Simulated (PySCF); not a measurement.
Cost of one run: shielding job, C6H13AlO.

Method: GIAO PBE0/pcSseg-1 NMR shielding, non-relativistic, gas phase (PySCF 2.14.0, density-fitted response routines). Geometry: GFN2-xTB. Work: shieldings, charges and field gradients, density fitting. The input is one job of a driver script: a line of settings, then coordinates in Å.

Command:
```bash
OMP_NUM_THREADS=1 python probes_run.py task.json out
```

Input:
```
{"job": {"kind": "nmr", "xc": "PBE0", "basis": "pcSseg-1"}, "charge": 0, "multiplicity": 1}
C     -3.462663    -0.073463     0.175606
C     -2.278067     0.863585     0.323675
O     -1.101716     0.089422     0.274898
C      0.160882     0.748319     0.397793
C      1.177351    -0.111181     0.429387
Al    -0.219400    -1.582266     0.227211
C      2.595953     0.367499     0.537065
C      3.443906    -0.186568    -0.605029
H     -3.403916    -0.588218    -0.780707
H     -3.437140    -0.817559     0.969091
H     -4.395578     0.480708     0.229334
H     -2.327681     1.396654     1.282720
H     -2.266836     1.602586    -0.489115
H      0.108893     1.830960     0.444787
H     -0.501382    -2.161521    -1.188595
H     -0.697962    -2.341008     1.500294
H      2.638030     1.462497     0.533802
H      3.008929     0.016001     1.486150
H      3.390213    -1.273250    -0.611901
H      4.483602     0.114261    -0.493494
H      3.075662     0.179486    -1.560525
```

Hardware: one thread of an Arm Neoverse N1, shared host. PySCF's memory limit was set to 1040 MB.

The basis has 208 functions.

**Question.** Which is nearest to the wall time?
A. 9.0 min
B. 68 min
C. 68 s

**Answer.** C. The run took 68 s. The SCF took 14 cycles.

**Question.** How much memory does it need at the peak?

**Answer.** About 1.0 GiB. Peak memory is the resident size of the whole Python process, interpreter and libraries included.

**Question.** At this speed, how long would 1000 such jobs take on 8 cores, one job a core?

**Answer.** 1000/8 gives 125 rounds of 68 s, about 2.4 h of wall time and 19 core-hours, if the jobs don't slow each other.

The SCF part of the output:
```
coarse grid: 17288 points
cycle   1  E = -553.4032424016  dE =  8.384e-01  |g| = 5.846e-01  |ddm| = 3.931e+00
cycle   2  E = -553.3447888588  dE =  5.845e-02  |g| = 7.725e-01  |ddm| = 1.133e+00
cycle   3  E = -553.4811757775  dE = -1.364e-01  |g| = 1.199e-01  |ddm| = 7.422e-01
cycle   4  E = -553.4841857589  dE = -3.010e-03  |g| = 5.308e-02  |ddm| = 1.366e-01
cycle   5  E = -553.4847931529  dE = -6.074e-04  |g| = 1.598e-02  |ddm| = 5.068e-02
cycle   6  E = -553.4848385046  dE = -4.535e-05  |g| = 4.079e-03  |ddm| = 1.261e-02
cycle   7  E = -553.4848421585  dE = -3.654e-06  |g| = 5.610e-04  |ddm| = 3.538e-03
final grid: 160184 points
cycle   8  E = -553.5428466356  dE = -3.503e-05  |g| = 1.211e-02  |ddm| = 2.732e-02
cycle   9  E = -553.5428207610  dE =  2.587e-05  |g| = 1.700e-02  |ddm| = 1.802e-02
cycle  10  E = -553.5428756995  dE = -5.494e-05  |g| = 2.289e-03  |ddm| = 1.106e-02
cycle  11  E = -553.5428768882  dE = -1.189e-06  |g| = 3.168e-04  |ddm| = 2.031e-03
cycle  12  E = -553.5428769064  dE = -1.819e-08  |g| = 1.726e-04  |ddm| = 4.288e-04
cycle  13  E = -553.5428769136  dE = -7.180e-09  |g| = 2.744e-05  |ddm| = 1.648e-04
cycle  14  E = -553.5428769138  dE = -1.683e-10  |g| = 4.836e-06  |ddm| = 3.106e-05
converged SCF energy = -553.5428769138
```

On the final grid dE counts from the start density on that grid.

Other jobs ran on the host; a repeat could differ by tens of per cent or more.
